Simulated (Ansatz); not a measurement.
N$_{2}$, charge -1, doublet, at a GFN2-xTB geometry (a state made from the parent by changing its charge; the spin is typed, not shown lowest) (a gas-phase anion, which may not be bound at this level); BLYP/cc-pVDZ run with Ansatz (a first-principles code).

Ansatz was given this input:
Ansatz 0.2 input:
```yaml
crystal:
  periodic: [false, false, false]
  atoms:
    - {symbol: N, position_ang: [-0.00000000, -0.00000000, -0.60547328]}
    - {symbol: N, position_ang: [0.00000000, 0.00000000, 0.60547328]}
basis:
  gaussian:
    orbitals: cc-pVDZ
    fitting: {mean_field: def2-universal-JKFIT}
hamiltonian:
  xc: blyp
total_charge: -1
magnetization: {spin_polarized: true, initial_magnetization: 1}
```

**Question.** Write the output that Ansatz gives for this input, abridged.

**Answer.** 
```
Functional definition: BLYP
154 factors; integrals over basis functions are off by at most 2.1e-2 eV
mean field evaluation 1: about -2976.9484 eV, gradient 6.8e0 eV
mean field evaluation 2: about -2977.0670 eV, gradient 4.1e0 eV
mean field evaluation 4: about -2977.1325 eV, gradient 1.3e-1 eV
mean field evaluation 8: about -2977.1344 eV, gradient 4.3e-4 eV
mean field evaluation 16: about -2977.1344 eV, gradient 3.9e-2 eV
mean field -2977.13442336 eV, -109.4076720844 hartree, gradient 1.6e-6 eV, S^2 0.751233; 1 other end points of the search recorded, 0 dependent functions left out
reference -2977.13456858 eV, -109.4076774209 hartree; 8, 7 occupied and 20, 21 virtual orbitals, 154 factors
Total energy: -2977.13456858 eV, -109.4076774209 hartree
```
